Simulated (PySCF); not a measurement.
Ge(H)(Cl)2(Me) (CH4Cl2Ge), SMILES [CH3][GeH]([Cl])[Cl]. Geometry optimised at r2SCAN-D4/def2-SVP.

Calculation: r2SCAN-D4/def2-SVP (PySCF 2.14.0).

Harmonic wavenumbers (cm⁻¹): 117, 146, 158, 179, 412, 430, 620, 653, 711, 814, 849, 1245, 1420, 1424, 2177, 3052, 3172, 3179. Rotational constants (GHz): 3.540, 2.091, 1.503; symmetry number 1.

Q: Work out the zero-point energy and the ideal-gas rigid-rotor harmonic-oscillator thermochemistry at 298.15 K and 1 atm.

A: ZPE = ½ Σ hcν = ½ × 20759 cm⁻¹ = 29.68 kcal/mol. H − E(el) = 34.38 kcal/mol. Entropy in cal/(mol K): translation 41.11, rotation 27.76, vibration 14.07, total 82.94. G − E(el) = 9.65 kcal/mol. Cp = 22.70 cal/(mol K). Modes under 150 cm⁻¹ make the vibrational entropy uncertain.
